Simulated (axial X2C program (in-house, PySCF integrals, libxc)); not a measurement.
**Nuclear properties of RuTe⁺**

Computed with an axial X2C code built on PySCF integrals: two-component X2C with atomic mean-field Coulomb and Gaunt terms, Gaussian nuclei, basis Te dyall-cv3z, Ru dyall-cv3z with contracted cores.

R = 2.471 Å (near the PBE0 minimum at charge 1 of the determinant lowest at the starting distance; the state shown can have its own minimum elsewhere).

Determinant lowest in the PBE0 search, Ω = 5/2 (⟨Sz⟩ = 2.47, ⟨Lz⟩ = 0.03 at PBE0), spin on the atoms Te 0.82, Ru 1.66:

| level | Eeff magnitude (GV/cm) | Ws magnitude Te (kHz) | Ws magnitude Ru (kHz) | A∥/gI Te (MHz) | qzz Te (a.u.) | A∥/gI Ru (MHz) | qzz Ru (a.u.) |
| --- | --- | --- | --- | --- | --- | --- | --- |
| PBE0 | 4.03 | 0.343 | 0.34 | -297 | -3.09 | 252 | -3.50 |
| HF | 3.7 | 0.51 | 0.163 | -276 | -7.88 | -162 | -4.21 |
| BHandHLYP | 3.69 | 0.436 | 0.203 | -241 | -5.05 | 92.3 | -3.66 |
| PBE50 | 3.53 | 0.32 | 0.266 | -297 | -5.39 | 68.8 | -3.76 |
| BP86 | 5.06 | 0.464 | 0.421 | -344 | -1.81 | 646 | -1.24 |

Eeff is the effective electric field on the electron electric dipole moment in this Ω state and Ws the scalar–pseudoscalar constant of the nucleus named (defined with the proton number Z and per Ω); A∥ (defined per Ω) follows by multiplying with gI = μI/(I μN); qzz is the electric field gradient, eQq0 = 234.96 MHz × Q/barn × qzz. The operators were transformed with the bare-nucleus X2C matrices; with these basis sets, hyperfine constants and field gradients can be off by tens of per cent, and where levels differ in sign neither size nor sign is settled.

Task: With gI(125Te) = -1.7770 (g factors from the IAEA table of nuclear moments by Stone), turn the PBE0 values of the first state into constants in MHz.

Result: A∥(125Te) = -297 × -1.7770 = 528 MHz.

Each state is one determinant with collinear spin, which with several unpaired electrons need not be a pure state. Unrestricted Hartree–Fock can overshoot spin polarisation at the nuclei. This is the top spin component of a Σ state; components of lower Ω are not single determinants and can lie lower. With several open shells hyperfine constants can be off by a factor of several. States lie within half an eV, so the first need not be the ground state. Further determinants of the search, some of them spin-mixed, are not shown. Where a field gradient or hyperfine factor spreads by more than a factor of two over the levels, a constant derived from it is not to be relied on.
